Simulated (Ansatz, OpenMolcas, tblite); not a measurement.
**CH5BFN (SMILES CB(N)F): the vertical energy of the triplet above the singlet, rung by rung**

CH5BFN: 9 atoms, total charge 0, spin state singlet. As SMILES, `CB(N)F`. Geometry: relaxed at PBE0-D4/def2-TZVP.

Quantity: the vertical energy of the triplet above the singlet, in eV. The values are calculated.

```csv
level,kind,program,value (eV),less CCSD(T)/cc-pVDZ,CPU time (all runs)
GFN1-xTB,semi-empirical,tblite,7.20,-0.51,under 2 s
HF/cc-pVDZ,Hartree–Fock,OpenMolcas,6.99,-0.72,18 s
SVWN5/cc-pVDZ,LDA,Ansatz,7.34,-0.37,21 s
revPBE/cc-pVDZ,GGA,OpenMolcas,7.16,-0.55,3.2 min
TPSS/cc-pVDZ,meta-GGA,OpenMolcas,7.18,-0.53,5.4 min
BHLYP/cc-pVDZ,global hybrid,Ansatz,7.47,-0.24,38 s
wB97M-V/cc-pVDZ,range-separated hybrid,Ansatz,7.73,+0.02,4.6 min
PBE-QIDH/cc-pVDZ,double hybrid,Ansatz,7.61,-0.10,29 s
RPA@PBE0/cc-pVDZ,RPA,Ansatz,7.63,-0.08,85 s
"CCSD(T)/cc-pVDZ, open shells restricted",coupled cluster or CI,OpenMolcas,7.71,0.00,2.7 min
```

CCSD(T)/cc-pVDZ, open shells restricted is the highest level here, not the true value. The values span 6.99 to 7.73 eV. A triplet this far above the singlet is often a Rydberg-like or dissociative state; sets without diffuse functions put Rydberg states too high. CPU times are rough (shared hosts, several kinds of processor): they show what a rung costs within a factor of a few.
